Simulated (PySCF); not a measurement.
**Working with the constants of LaI**

UHF constants of LaI, triplet, about 0.0 electrons in the 4f shell (Mulliken) (La x2c-TZVPall, I x2c-TZVPall; spin-free X2C with a Gaussian nucleus (PySCF 2.14); masses 138.9063 and 126.9045 u):

```
ωe   : 159.5 cm⁻¹
ωexe : 0.272 cm⁻¹
Be   : 0.027196 cm⁻¹
αe   : 6.49e-05 cm⁻¹
```

(1) What force constant and bond length do these constants imply?

(2) Estimate the centrifugal constant D from the Kratzer relation and find the Dunham coefficient a1.

Spin–orbit coupling is left out, which matters for elements this heavy, above all for dissociation energies. Hartree–Fock leaves out correlation, which carries a large part of most bond energies and some tenths to 1 eV of ionisation energies. With d or f electrons several states lie close, and the lowest PBE0 determinant need not be the measured ground state.

## Answers

(1) Reduced mass μred = 66.317 u; k = 5.8918×10⁻⁷·μred·ωe² (u, cm⁻¹, mdyn/Å) = 0.994 mdyn/Å; Re = √(16.8576/(μred·Be)) (u, cm⁻¹, Å) = 3.057 Å.

(2) D = 4Be³/ωe² = 3.16e-09 cm⁻¹; a1 = −1 − αeωe/(6Be²) = -3.33.
